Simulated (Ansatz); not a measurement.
Calculated with Ansatz (gas phase, PBE0-D4/def2-TZVP geometries, no zero-point term in ΔE). CCSD(T)/CBS adds triple-zeta CCSD(T) − MP2 to the extrapolated MP2 energy (def2 sets, frozen cores). This one scheme is used for every species. Functionals use def2-TZVPP. B3LYP here is the variant with VWN-RPA as its local correlation; programs differ in this. HSE06 is defined as in plane-wave codes. def2 core potentials past Kr. For W outer-core shells are correlated without core-valence functions, which leaves a few kJ/mol of doubt a bond. Each species was taken in one conformer, which may not be the lowest.

Reaction (formal hydrolysis of a W–C bond): `C[N]=[W]([CH3])(=[O])[N](C)C` + H₂O → `C[N]=[W](=[O])([OH])[N](C)C` + CH₄

| level | ΔE (kcal/mol) | difference from CCSD(T)/CBS |
| --- | --- | --- |
| LDA (SPW92) | -26.3 | -2.6 |
| PBE-D4 | -25.8 | -2.1 |
| revPBE-D4 | -25.6 | -1.9 |
| BLYP-D4 | -27.5 | -3.8 |
| r2SCAN-D4 | -27.7 | -4.0 |
| B97M-V | -28.7 | -5.0 |
| B3LYP-D4 | -27.0 | -3.3 |
| r2SCANh-D4 | -27.2 | -3.5 |
| r2SCAN0-D4 | -26.5 | -2.8 |
| HSE06-D4 | -25.1 | -1.4 |
| BHLYP-D4 | -26.8 | -3.1 |
| CAM-B3LYP-D4 | -27.8 | -4.1 |
| ωB97X-V | -26.9 | -3.2 |
| ωB97M-V | -25.8 | -2.1 |
| B2PLYP | -27.0 | -3.3 |
| PBE-QIDH | -25.1 | -1.4 |
| PBE | -26.5 | -2.8 |
| revPBE | -26.6 | -2.9 |
| BLYP | -28.7 | -5.0 |
| r2SCAN | -28.0 | -4.3 |
| B3LYP | -28.0 | -4.3 |
| r2SCANh | -27.5 | -3.8 |
| r2SCAN0 | -26.8 | -3.1 |
| HSE06 | -25.8 | -2.1 |
| BHLYP | -27.9 | -4.2 |
| CAM-B3LYP | -28.5 | -4.8 |
| LC-ωPBE | -27.3 | -3.6 |
| RPA@PBE/def2-TZVPP | -24.1 | -0.4 |
| HF/def2-SVP | -29.7 | -6.0 |
| MP2/def2-SVP | -27.6 | -3.9 |
| CCSD/def2-SVP | -27.1 | -3.4 |
| CCSD(T)/def2-SVP | -27.3 | -3.6 |
| HF/def2-TZVPP | -28.3 | -4.6 |
| CCSD/def2-TZVPP | -24.2 | -0.5 |
| CCSD(T)/def2-TZVPP | -24.0 | -0.3 |
| HF/def2-QZVPP | -28.0 | -4.3 |
| MP2/def2-QZVPP | -23.7 | 0.0 |
| SCS-MP2/def2-QZVPP | -24.7 | -1.0 |
| MP2/CBS(def2) | -23.7 | 0.0 |
| CCSD/CBS(def2) | -23.9 | -0.2 |
| CCSD(T)/CBS | -23.7 | 0 |

Largest T1 diagnostic among the species: 0.019.

From r2SCAN to r2SCAN0 (25 % exact exchange), in def2-TZVPP and without D4, ΔE moves by +1.2 kcal/mol. Leaving LDA and LC-ωPBE aside and taking each functional with its dispersion term where it has one, the values spread over 3.6 kcal/mol, from B97M-V to PBE-QIDH. The D4 term adds +1.1 kcal/mol with B3LYP and +0.6 kcal/mol with PBE0; it sums over pairs of atoms, weighted by their polarisabilities, and B3LYP, whose exchange is more repulsive, gets the larger term.

CCSD(T)/CBS has its own doubt, a few kJ/mol and more with outer-core shells, so smaller differences from it don't rank the levels.
